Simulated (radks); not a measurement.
Results of a calculation; reference values are marked as such.
Ti14+, 8 electrons, occupied as 1s1 2s2 2p5 (not the ground configuration). Level of theory: scalar-relativistic Kohn-Sham, BLYP, spin-polarised, spherical densities, finite nucleus; open shells are filled with parallel spins first; Fermi nuclear charge, rms radius 3.5921 fm (a radial shooting solver on a logarithmic mesh with Libxc functionals).

Unscreened Slater integrals over Kohn-Sham orbitals (eV). They are taken over the spin-up orbitals.

integral    value
F0(2p,2p)  94.551
F2(2p,2p)  44.792
F0(2p,2s)  86.407
G1(2p,2s)  49.275
F0(2p,1s)  129.12
G1(2p,1s)  22.964
F0(2s,2s)  81.226
F0(2s,1s)  113.98
G0(2s,1s)  10.632
F0(1s,1s)  374.30

Derived for the open shells (J is the average intra-shell exchange parameter used in DFT+U). 2p: J = F2/5 = 8.958 eV.
